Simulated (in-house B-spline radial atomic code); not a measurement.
Computed with a B-spline radial atomic code. Model: two electrons, singlet ground state, non-relativistic, full CI in B-splines with partial waves to l = 8 (at full coupling up to 3e-4 hartree above the limit, correlation up to 0.6 % small), density held at that of full coupling by Lieb maximisation.

W(λ) is the mean repulsion in the state of coupling λ less the Hartree energy of the fixed density. Its start is exact exchange, its initial slope is twice the second-order Görling-Levy correlation energy, and its area from 0 to 1 is E_xc. A straight curve means weak, dynamic correlation, and a curve that drops fast and flattens means strong correlation.

Command:
```bash
python run_ac.py task.json out
```
Settings (lengths in bohr, energies in hartree):
```
potential              dot
strength               2.67
lmax                   8
second                 0.3
```

Cost of the run: 16 s on 1 thread of Intel(R) Xeon(R) Processor @ 2.30GHz, with other jobs on the host.

**W = mean repulsion less Hartree energy, and W of three functionals.**

Given: confinement charge in harmonic well; well frequency 2.67 hartree; nuclear charge 0.3; external potential omega^2 r^2/2 - Z/r.

Computed: LDA exchange minus exact 189.31 millihartree; PBE exchange minus exact 55.601 millihartree.

| coupling | W xc (hartree) | W xc minus exchange (millihartree) | kinetic minus Kohn-Sham (millihartree) | LDA (PW92) W minus its exchange (millihartree) | PBE W minus its exchange (millihartree) | SCAN W minus its exchange (millihartree) |
| --- | --- | --- | --- | --- | --- | --- |
| 0 | -1.2989 | 0 | 0 | 0 | 0 | 0 |
| 0.02 | -1.3009 | -1.956 | 0.02 | -12.6 | -3.08 | -1.9 |
| 0.05 | -1.3038 | -4.862 | 0.12 | -26.02 | -7.6 | -4.69 |
| 0.12 | -1.3105 | -11.523 | 0.69 | -50.31 | -17.69 | -11.03 |
| 0.25 | -1.3224 | -23.458 | 2.89 | -84.73 | -35.02 | -22.25 |
| 0.4 | -1.3355 | -36.559 | 7.14 | -116.21 | -53.19 | -34.48 |
| 0.6 | ? | ? | ? | ? | ? | ? |
| 0.8 | -1.3673 | -68.323 | 26.05 | -179.62 | -94.78 | -64.04 |
| 1 | ? | ? | ? | ? | ? | ? |
| 1.4 | -1.4076 | -108.65 | 70.01 | -247.46 | -144.74 | -101.92 |
| 2 | -1.4409 | -142.01 | 126.42 | -298.36 | -184.96 | -133.93 |
| 3 | -1.4851 | -186.19 | 235.84 | -362.3 | -238.04 | -177.71 |
| 4.5 | -1.5334 | -234.42 | 414.56 | -430.56 | -297.12 | -227.77 |
| 7 | -1.5863 | -287.31 | 713.43 | -506.54 | -365.04 | -285.54 |
| 10 | -1.6264 | -327.43 | 1050.1 | -566.62 | -419.96 | -330.84 |

**Question.** What belongs in the row 0.6?

**Answer.** W xc (hartree): -1.3519; W xc minus exchange (millihartree): -52.988; kinetic minus Kohn-Sham (millihartree): 15.33; LDA (PW92) W minus its exchange (millihartree): -150.64; PBE W minus its exchange (millihartree): -75.05; SCAN W minus its exchange (millihartree): -49.76.

**Question.** What belongs in the row 1?

**Answer.** W xc (hartree): -1.3816; W xc minus exchange (millihartree): -82.656; kinetic minus Kohn-Sham (millihartree): 38.93; LDA (PW92) W minus its exchange (millihartree): -204.85; PBE W minus its exchange (millihartree): -112.79; SCAN W minus its exchange (millihartree): -77.43.

**Question.** What is the SCAN exchange minus exact?

**Answer.** 5.2688 millihartree.

**Energy parts, natural occupations and partial-wave weights.**

Computed: exchange energy -1.2989 hartree; correlation energy -0.043722 hartree; kinetic part of the DFT correlation energy 0.038933 hartree; initial slope twice GL2 -0.098135 hartree; Hartree energy 2.5979 hartree; Kohn-Sham kinetic 3.9614 hartree; Lieb Oxford ratio E_xc over LDA exchange 1.21.

| natural | occupation of the shell (electrons) |
| --- | --- |
| s | 1.9896 |
| p | 0.0091844 |
| s | 0.00062877 |
| d | ? |
| p | 8.6355e-05 |
| f | 4.7958e-05 |

**Question.** What belongs in the row d?

**Answer.** occupation of the shell (electrons): 0.00037359.

```
wave      weight
   s     0.99513
   p   0.0046381
   d           ?
   f  2.6554e-05
   g  6.0413e-06
```

**Question.** What belongs in the row d?

**Answer.** weight: 0.00019614.

**Question.** What is the total energy?

**Answer.** 8.1589 hartree.

**Question.** What is the kinetic part over minus potential part?

**Answer.** 0.47103.

Half-way to full coupling W has made 54 % of its drop, against 50 % for a straight line, and second-order (GL2) theory, half the initial slope, overshoots the correlation energy by about 12 %: a moderate bend, as in light atoms. Over couplings 0 to 1 the errors in E_xc come to about +108 millihartree for LDA, +38 millihartree for PBE, +7.9 millihartree for SCAN, so SCAN is nearest. In LDA and PBE the errors of exchange and correlation have opposite signs, so the sum is smaller than the larger of the two.
